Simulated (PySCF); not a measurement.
Species: C₇H₈O₃.
Geometry (PBE0-D3(BJ)/def2-SVP, Å), atoms numbered from 1 in this order:
```xyz
18
C7H8O3 angstrom
C      3.215    1.303   -0.391
C      2.325    0.234    0.031
C      1.585   -0.658    0.383
C      0.690   -1.735    0.784
C     -0.666   -1.675    0.111
O     -1.202   -2.580   -0.443
O     -1.243   -0.446    0.302
C     -2.119    0.095   -0.618
C     -2.956    1.145    0.039
O     -2.144   -0.232   -1.761
H      4.079    0.905   -0.946
H      3.599    1.866    0.474
H      2.692    2.013   -1.050
H      0.517   -1.697    1.874
H      1.116   -2.722    0.554
H     -2.313    1.859    0.574
H     -3.561    1.659   -0.715
H     -3.611    0.672    0.787
```

Method: PySCF, PBE0-D3(BJ)/def2-SVP geometry optimisation, gas phase.

Masses are those of the commonest isotopes; rigid-rotor values at the optimised geometry. The values belong to one conformer with, in the numbering `[CH3:1][C:2]#[C:3][CH2:4][C:5](=[O:6])[O:7][C:8]([CH3:9])=[O:10]`, C3–C4–C5–O6 130°, C4–C5–O7–C8 151°, C5–O7–C8–C9 159°.

(1) Give the principal moments of inertia and the rotational constants in MHz.

(2) What kind of rotor is it?

(3) Is it planar, by Δ = Ic − Ia − Ib?

(4) Where do the levels up to J = 4 lie, in K?

(5) Which lines would a microwave search look for?

(6) Estimate the classical rotational partition function at 10 K, 50 K and 298.15 K.

## Answers

(1) Ia = 279.74, Ib = 638.03, Ic = 797.41 u·Å²; 505379 MHz·u·Å²/I gives A = 1807, B = 792.1, C = 633.8 MHz.

(2) An asymmetric top: κ = (2 × 792.1 − 1807 − 633.8)/(1807 − 633.8) = -0.73.

(3) Not planar: Δ = Ic − Ia − Ib = -120.36 u·Å². For a rigid frame Δ = −2 Σ m c², so Σ m c² = 60.18 u·Å² lies off the ab plane: 9.64 from hydrogen and 50.54 from heavier atoms. The atom farthest from that plane is 1.66 Å away.

(4) Above 0(0,0), as E/k:
J = 1: 1(0,1) 0.068, 1(1,1) 0.117, 1(1,0) 0.125
J = 2: 2(0,2) 0.204, 2(1,2) 0.246, 2(1,1) 0.269, 2(2,1) 0.415, 2(2,0) 0.416
J = 3: 3(0,3) 0.407, 3(1,3) 0.440, 3(1,2) 0.485, 3(2,2) 0.621, 3(2,1) 0.625, 3(3,1) 0.883, 3(3,0) 0.884
J = 4: 4(0,4) 0.673, 4(1,4) 0.697, 4(1,3) 0.772, 4(2,3) 0.894, 4(2,2) 0.905, 4(3,2) 1.159, 4(3,1) 1.159, 4(4,1) 1.525, 4(4,0) 1.525

(5) The dipole components are |μa| = 1.79 D, |μb| = 1.99 D, |μc| = 2.99 D. The squared components, which scale the intensities, stand as 0.36 : 0.44 : 1.00 (a : b : c). Some lines, for components of 0.1 D or more:

| type | branch | J(Ka,Kc) | MHz | lower level (cm⁻¹) |
| --- | --- | --- | --- | --- |
| b | R | 4(2,2) ← 3(3,1) | 456 | 0.614 |
| c | Q | 3(1,3) ← 3(0,3) | 693 | 0.283 |
| a | Q | 3(1,2) ← 3(1,3) | 949 | 0.306 |
| c | Q | 5(2,4) ← 5(1,4) | 2179 | 0.785 |
| b | R | 3(0,3) ← 2(1,2) | 3337 | 0.171 |
| b | Q | 2(2,1) ← 2(1,2) | 3518 | 0.171 |
| a | R | 3(2,1) ← 2(2,0) | 4345 | 0.289 |
| b | R | 3(1,3) ← 2(0,2) | 4903 | 0.142 |
| a | R | 4(0,4) ← 3(0,3) | 5543 | 0.283 |
| b | Q | 5(3,3) ← 5(2,4) | 5608 | 0.858 |
| a | R | 4(3,1) ← 3(3,0) | 5741 | 0.614 |
| c | R | 2(2,1) ← 1(1,1) | 6212 | 0.081 |
| a | R | 5(3,3) ← 4(3,2) | 7177 | 0.805 |
| c | Q | 5(4,2) ← 5(3,2) | 7586 | 1.046 |
| b | Q | 4(4,0) ← 4(3,1) | 7620 | 0.806 |
| c | R | 4(2,2) ← 3(1,2) | 8752 | 0.337 |
| b | R | 5(2,4) ← 4(1,3) | 9617 | 0.537 |
| c | R | 3(3,0) ← 2(2,0) | 9740 | 0.289 |
| c | R | 3(3,1) ← 2(2,1) | 9756 | 0.289 |
| b | Q | 5(5,1) ← 5(4,2) | 9808 | 1.299 |
| c | R | 4(4,1) ← 3(3,1) | 13362 | 0.614 |

(6) Point group C1, symmetry number σ = 1; q = (√π/σ)·√((kT/h)³/(ABC)), k/h = 20836.6 MHz/K: 5600 at 10 K, 62600 at 50 K, 911000 at 298.15 K.

Not checked by PBE0-D3(BJ)/def2-SVP frequencies. These are rigid-rotor constants of the computed structure; measured ground-state constants (B0) also hold zero-point vibration. A rigid rotor knows nothing of internal rotation, which can split or shift real lines.

Hardware: an Arm Neoverse V1 with one thread (shared host). Cost: 5.0 min wall. That covers the optimisation of the geometry.
